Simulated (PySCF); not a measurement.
NMR problem set

One computed conformer, relativity neglected, in vacuum, one averaged value for each set of equivalent atoms. PBE0/pcSseg-1 with gauge-including orbitals; GFN2-xTB structure; PySCF 2.14.0 with density-fitted response routines.

Chemical shifts δ = σref − σ; 1H and 13C against TMS, all at this level. Splittings of carbon signals by F and P are missing where no couplings were computed. Where no couplings were computed, multiplicities follow the n + 1 count of equivalent neighbours, and m marks all less simple cases (inequivalent or close neighbours, rings, F or P nearby). Shifts are as computed. Against solution values, carbons near 30 ppm lie about +3 ppm off and those near 130 ppm about +5 ppm. Of 1211 compounds with measured shifts, 218 miss one by over three times the rms of a fit or turn the order of signals round; such compounds aren't used in these exercises. OH and NH positions are gas-phase values without hydrogen bonding to other molecules.

**Question.** C3H9FO3Si2. 1H NMR (300 MHz, computed): δ 5.09 (s, 3H), 4.39 (m, 2H), 4.34 (m, 2H), 2.08 (m, 1H), 1.37 (m, 1H). 13C{1H} NMR (computed): δ 69.0, 35.6. Give a structure.

**Answer.** SMILES F[Si]1(O[SiH3])OCCCO1. Rings plus π bonds: 1 (1 ring in the answer). 2 carbon signals for 3 carbons: some carbons are equivalent by symmetry or fast rotation. Carbon types of the structure: 3 × CH2, leaving 3 H on heteroatoms. δC 69.0: sp3 CH2 bonded to O; deshielded by the electronegative neighbour. δC 35.6: sp3 CH2 in a ring; a saturated carbon with 2 carbon neighbours and no heteroatom attached. δH 4.39, 4.34: hydrogen on an sp3 CH2 bonded to O; its carbon carries O, which withdraws density. δH 2.08, 1.37: hydrogen on an sp3 CH2 in a ring.

This is the structure that produced the data.

**Question.** C4H6F3N. 1H NMR (400 MHz, computed): δ 6.27 (m, 1H), 5.80 (m, 1H), 3.68 (d, 2H), 0.58 (br s, 2H). 13C{1H} NMR (computed): δ 155.3, 132.5, 126.2, 45.5. What is it?

**Answer.** `InChI=1S/C4H6F3N/c5-4(6,7)2-1-3-8/h1-2H,3,8H2/b2-1-`. The formula gives 1 degree of unsaturation (no ring in the answer). 4 carbon signals for 4 carbons: no two carbons are equivalent. Carbon types of the structure: 1 × C, 2 × CH, 1 × CH2, leaving 2 H on heteroatoms. δC 155.3, 126.2: alkene CH; an sp2 carbon of a C=C bond. δC 132.5: CF3 carbon; 3 electronegative neighbours deshield it. δC 45.5: allylic sp3 CH2 bonded to N; pulled downfield by the heteroatom. δH 3.68: hydrogen on an allylic sp3 CH2 bonded to N; its carbon carries N, which withdraws density.

This is the structure that produced the data.
